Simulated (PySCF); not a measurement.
## Two-photon absorption: `CC(=O)O[SiH3]`, C$_{2}$H$_{6}$O$_{2}$Si

Geometry:
```
atom   x (Å)   y (Å)   z (Å)
  C1  -1.909   0.178   0.495
  C2  -0.562   0.255  -0.169
  O3  -0.351   0.731  -1.251
  O4   0.405  -0.268   0.575
 Si5   1.995  -0.316   0.086
  H6  -2.150  -0.864   0.698
  H7  -2.665   0.618  -0.147
  H8  -1.871   0.705   1.446
  H9   2.537  -0.974   1.267
 H10   2.477   1.046  -0.107
 H11   2.098  -1.108  -1.133
```

Method: TDDFT CAM-B3LYP/def2-SVPD excited states, vertical, gas phase (PySCF). Geometry: GFN2-xTB.

(1) How strongly do the lowest singlets absorb one photon, and two photons of half the energy?

## Answers

(1) δ for parallel linear polarisation; σ at the peak of a Lorentzian of half width 0.1 eV, single beam; Ω is circular over linear.
```tsv
state	E (eV)	f	photon λ (nm)	δ (au)	σ (GM)	Ω	main
S1	5.89	0.001	421	<0.1	0.00	–	HOMO→LUMO+1 0.94
S2	7.59	0.031	327	21	0.44	0.79	HOMO→LUMO 0.90
S3	8.06	0.006	307	1.62	0.04	1.50	HOMO−1→LUMO 0.84
S4	8.27	0.071	300	112	2.80	0.59	HOMO−1→LUMO+1 0.61, HOMO→LUMO+2 0.21
S5	8.38	0.001	296	0.26	0.01	1.50	HOMO−2→LUMO+1 0.60, HOMO−4→LUMO+1 0.32
```

Among these, the strongest one-photon state is S4, the strongest two-photon state S4, with a dipole change of 1.1 D (relaxed, norm of the difference vector).
